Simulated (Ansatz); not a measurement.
C3H6SSe (`C=C(S)C[SeH]`). The species carries charge 0 and has multiplicity 1. The structure was optimised at the PBE0-D4/def2-TZVP level. It is one conformer, not always the lowest.

```xyz
11

C    -1.775    0.363    0.465
C    -0.460    0.162    0.509
S     0.480    0.720    1.889
C     0.255   -0.619   -0.540
Se    1.553    0.500   -1.520
H    -2.368   -0.061   -0.338
H    -2.292    0.934    1.226
H     1.605    0.951    1.183
H     0.829   -1.432   -0.098
H    -0.453   -1.020   -1.263
H     2.628   -0.499   -1.513
```

Question: What is the dipole moment at PBE/def2-TZVPP? (Best estimate.)

Answer: The calculation gave: 1.47 D, with components (0.04, -1.26, -0.75) D in this frame, pointing from negative to positive charge.

Question: And with r2SCAN, B3LYP, ωB97M-V? (An estimate is asked.)

Answer: Computed: r2SCAN 1.55 D, B3LYP 1.45 D, ωB97M-V 1.46 D.

Question: Give the Mulliken charges with PBE, r2SCAN, ωB97M-V in def2-TZVPP. (Estimate.)

Answer: Computed: 
```csv
atom,PBE,r2SCAN,ωB97M-V
C1,-0.22,-0.21,-0.23
C2,0.06,0.05,0.01
S3,-0.16,-0.14,-0.11
C4,-0.21,-0.12,-0.29
Se5,-0.07,-0.09,-0.07
H6,0.09,0.08,0.10
H7,0.09,0.09,0.10
H8,0.11,0.11,0.12
H9,0.14,0.11,0.17
H10,0.12,0.09,0.14
H11,0.05,0.05,0.06
```

B3LYP here is the variant with VWN-RPA as its local correlation; programs differ in this.
